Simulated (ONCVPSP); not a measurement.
## Configuration tests for Mn (Z = 25) (ONCV)

* Element: manganese
* Generator: ONCVPSP 4.0.1
* Type: optimised norm-conserving Vanderbilt (ONCV)
* Functional: PBEsol
* Relativity: scalar-relativistic
* Frozen core: [Ne]
* Valence charge: 15
* Reference configuration: 3s2 3p6 3d5 4s2
* Partial waves: 3s+4s: rc 1.55 bohr, ncon 5, nbas 9, qcut 8.7 1/bohr, 2 projectors; 3p: rc 1.10 bohr, ncon 4, nbas 8, qcut 10.6 1/bohr, 2 projectors, debl 0.9 Ha; 3d: rc 1.60 bohr, ncon 4, nbas 8, qcut 12 1/bohr, 1 projector
* Local potential: polynomial inside 0.85 bohr (lpopt 1, dvloc0 4 Ha)
* Core correction: polynomial model core, fcfact 0.3

In the p channel the program set the typed energies aside and used -2.002, 0.250 Ha.

Energies are relative to the spin-unpolarised reference configuration 3s2 3p6 3d5 4s2; without spin polarisation the order of configurations can differ from experiment.

```csv
valence configuration,charge,ΔE all-electron (eV),error AE − PS (meV)
3s2 3p6 3d5 4s1,+1,8.433,0.0
3s2 3p6 3d4 4s0,+3,56.425,-4.5
```

Q: What are ΔE and the potential's error for 3s2 3p6 3d5 4s0?

A: ΔE = 23.945 eV all-electron; the error (AE − PS) is +1.4 meV.

Q: What are ΔE and the potential's error for 3s2 3p6 3d3 4s0?

A: ΔE = 107.146 eV all-electron; the error (AE − PS) is +147 meV.

Levels in the configuration 3s2 3p6 3d4 4s0:

```csv
level,all-electron (eV),pseudo (eV)
3s,-121.549,-121.640
3p,-90.138,-90.186
3d,-41.163,-41.126
```
